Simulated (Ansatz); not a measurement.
C3H4F4, SMILES `CC(F)C(F)(F)F` at its PBE0-D4/def2-TZVP geometry, where that method's forces vanish. Total charge 0; spin multiplicity 1.

```xyz
11

C    -0.3085    0.0880   -1.2706
C    -0.4915    0.2869    0.2093
F    -1.6254   -0.3641    0.6382
C     0.6751   -0.2519    1.0274
F     0.8866   -1.5497    0.8058
F     1.7958    0.4087    0.7073
F     0.4659   -0.0904    2.3333
H    -0.2128   -0.9730   -1.5033
H     0.5834    0.6107   -1.6185
H    -1.1750    0.4889   -1.7967
H    -0.5937    1.3460    0.4679
```

What forces (eV/Å) does PBE-D4/def2-TZVPP give on these atoms in Ansatz? (An estimate is asked.)

Ansatz gave: 
```
C1  -0.002  0.024 -0.057
C2   0.260  0.212 -0.191
F3  -0.653 -0.338  0.227
C4  -0.379  0.194 -0.276
F5   0.126 -0.948 -0.179
F6   0.814  0.501 -0.250
F7  -0.184  0.127  0.946
H8   0.025 -0.210 -0.053
H9   0.173  0.099 -0.090
H10 -0.163  0.081 -0.123
H11 -0.016  0.258  0.046
```
